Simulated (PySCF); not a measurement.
## Worked example: entropy of an ideal gas

B(Cl)2(NH2) (BCl2H2N), SMILES NB(Cl)Cl.

Geometry optimised at ωB97X-D3(BJ)/def2-SVP. One conformer was computed; it need not be the lowest.

ωB97X-D3(BJ)/def2-SVP run with PySCF 2.14.0 gives the harmonic wavenumbers 266, 323, 466, 552, 572, 575, 796, 1103, 1375, 1598, 3642, 3753 cm⁻¹ and the rotational temperatures 0.3242, 0.1457, 0.1005 K. The molar mass is 97.73 g/mol, the symmetry number 2, the spin multiplicity 1.

Work out the entropy at 298.15 K and 1 atm in the rigid-rotor, harmonic-oscillator model.


Translation (Sackur–Tetrode at 1 atm): S = R[1.5 ln M + 2.5 ln T − 1.16487] = 165.9 J/(mol K).
Rotation: q = (√π/σ) T^1.5/√(θA θB θC) = 66200, S = R[ln q + 3/2] = 104.8 J/(mol K).
Vibration: with u = 1.4388 ν/T, each mode gives R[u/(e^u − 1) − ln(1 − e^−u)]:
```csv
ν (cm⁻¹),modes,u,S (J/(mol K))
266,1,1.28,6.79
323,1,1.56,5.42
466,1,2.25,3.13
552,1,2.66,2.26
572,1,2.76,2.09
575,1,2.77,2.07
796,1,3.84,0.88
1103,1,5.32,0.26
1375,1,6.64,0.08
1598,1,7.71,0.03
```
The stiffer modes add less than 0.005 each. Sum 23.0 J/(mol K).
Spin: R ln 1 = 0.0 J/(mol K).
Total 293.7 J/(mol K); the program's own thermochemistry gives 293.7. Translation makes up 56 % and vibration 8 %. Anharmonicity, hindered rotation and orbital degeneracy are left out.
